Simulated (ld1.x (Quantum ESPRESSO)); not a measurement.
**Rb: variants of one PAW potential**

Base potential:

ld1.x (Quantum ESPRESSO) 7.5 input, shortened:

```
&input
   title='Rb', zed=37., rel=1, dft='PBESOL', iswitch=3,
   config='[Kr] 4d1 5s0 5p0'
 /
 &inputp
   pseudotype=3, lpaw=.true., tm=.true., lloc=-1, rcloc=3.65,
   nlcc=.false.,
   which_augfun='PSQ', rmatch_augfun_nc=.true.
 /
6
5S  1  0   0.00   0.00  3.75  4.15  0.0
5S  1  0   0.00   1.20  3.75  4.15  0.0
5P  2  1   0.00   0.00  4.20  4.80  0.0
5P  2  1   0.00   0.30  4.20  4.80  0.0
4D  3  2   1.00   0.00  3.90  4.25  0.0
4D  3  2   0.00   2.05  3.90  4.25  0.0
 &test
   configts(1)='4d1 5s0 5p0'
 /
```

All-electron outer shells of the reference configuration (PBEsol, scalar-relativistic, ld1.x):

```json
{"shell": "4s", "level (eV)": "-33.21", "outermost node (bohr)": "0.62", "outermost maximum (bohr)": "1.25"}
{"shell": "4p", "level (eV)": "-17.28", "outermost node (bohr)": "0.64", "outermost maximum (bohr)": "1.42"}
{"shell": "5s", "level (eV)": "-2.80", "outermost node (bohr)": "1.78", "outermost maximum (bohr)": "4.11"}
{"shell": "5p", "level (eV)": "-1.32", "outermost node (bohr)": "2.18", "outermost maximum (bohr)": "6.61"}
{"shell": "4d", "level (eV)": "-0.63", "outermost node (bohr)": "0.70", "outermost maximum (bohr)": "7.31"}
```

Cutoffs, loose and tight: the cutoffs (Ry, on a coarse ladder) from which the occupation-weighted sum of valence levels, in a spherical-Bessel basis at the reference potential, stays within 10 and 1 mRy of its value at 400 Ry. They do not see the model core or the augmentation charge, which bear on the density cutoff. Test errors are all-electron minus pseudo excitation energies from the reference, over the configurations 4d0 5s1 5p0; 4d0 5s0.5 5p0; 4d0 5s0 5p1; 4d0.5 5s0.5 5p0. A dash means not determined; rows that change the core or the reference have their own tests.

A true bound ghost makes a file unfit for plane-wave use even where its test errors are small: the radial tests pick states by their node count and pass the ghost by.

Cutoffs are not given where the Bessel-basis levels miss the radial ones by over 6 mRy, ghosts where they miss by over 20 mRy; a channel whose overlap is not positive is not tested.

The default core radius of the base comes out at 3.72 bohr.

A file whose overlap is not positive is unfit for use, and its test errors describe a broken file.

```csv
change,outcome,"cutoff, loose","cutoff, tight",bound ghosts,largest test error (meV)
base,"generated, overlap not positive",–,–,not determined (overlap not positive),test run stopped at test 1 of 4 (negative rho)
local potential all-electron potential smoothed inside 3.30 bohr (lloc = -2),"generated, overlap not positive",–,–,not determined (overlap not positive),test run stopped at test 1 of 4 (negative rho)
"all radii but the core radius scaled by about 0.88 (s 3.66, p 4.24, d 3.76 bohr, rcut 3.32/3.72/3.44); local potential all-electron potential smoothed inside 3.22 bohr (lloc = -1)","generated, overlap not positive",–,–,not determined (overlap not positive),test run stopped at test 1 of 4 (negative rho)
"waves 5s (bound): rcut 2.54, rcutus 2.70 bohr; 5s channel at 1.2 Ry: rcut 2.54, rcutus 2.70 bohr","generated, overlap not positive",–,–,"s (p not tested, overlap not positive)",test run stopped at test 1 of 4 (negative rho)
"augmentation PSQ, radius 3.00 bohr",failed: new_paw_hamiltonian: negative rho,–,–,–,–
"reference 5s0.75 5p0.25; wave 4d (bound): rcut 3.90, rcutus 4.25 bohr becomes 4d channel at 0.4 Ry: rcut 3.90, rcutus 4.25 bohr",failed: new_paw_hamiltonian: negative rho,–,–,–,–
local potential all-electron potential smoothed inside 5.64 bohr (lloc = -1),generated,6 Ry,6 Ry,none,test run stopped at test 1 of 4 (negative rho)
functional PBE,"generated, overlap not positive",–,–,not determined (overlap not positive),test run stopped at test 1 of 4 (negative rho)
core correction a·sin(br)/r model core inside 2.00 bohr,"generated, overlap not positive",–,–,not determined (overlap not positive),test run stopped at test 1 of 4 (negative rho)
```
